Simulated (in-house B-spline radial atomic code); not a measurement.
Neutral fluorine is squeezed into an impenetrable sphere of radius R (the orbitals vanish at R). No spin polarisation. Level of theory: non-relativistic LDA VWN5, spherical fractional occupations, point nucleus; calculated with an all-electron radial atomic-structure program (B-spline basis).

Energies in eV above the free atom in [He] 2s2 2p5:

| R (bohr) | highest level (eV) | [He] 2s2 2p5 | [He] 2s1 2p6 | -dE/dV in [He] 2s2 2p5 (GPa) |
| --- | --- | --- | --- | --- |
| 7.51 | -11.3 | 0.0008962 | 18.3 | 0.00253 |
| 5.57 | -11.2 | 0.03259 | 18.34 | 0.168 |
| 4.76 | -11 | 0.1484 | 18.47 | 1.06 |
| 4.3 | -10.7 | 0.3556 | 18.7 | 3.17 |
| 3.36 | -8.8 | 2.26 | 20.82 | 35.1 |
| 2.94 | -6.51 | 5.412 | 24.27 | 115 |
| 2.75 | -4.85 | 8.142 | 27.21 | 201 |
| 2.07 | 8.49 | 38.43 | 58.87 | 1850 |
| 1.79 | 21.2 | 76.67 | 97.76 | 5220 |
| 1.53 | 41.8 | 151.2 | 172.1 | 15000 |

Does [He] 2s1 2p6 fall below [He] 2s2 2p5 under compression?

No, it stays above over the whole range.

The highest level is first positive in the row R = 2.07 bohr, pushed up by confinement above the zero of the free ion's potential. Each configuration is held fixed and needn't be the lowest in the sphere.
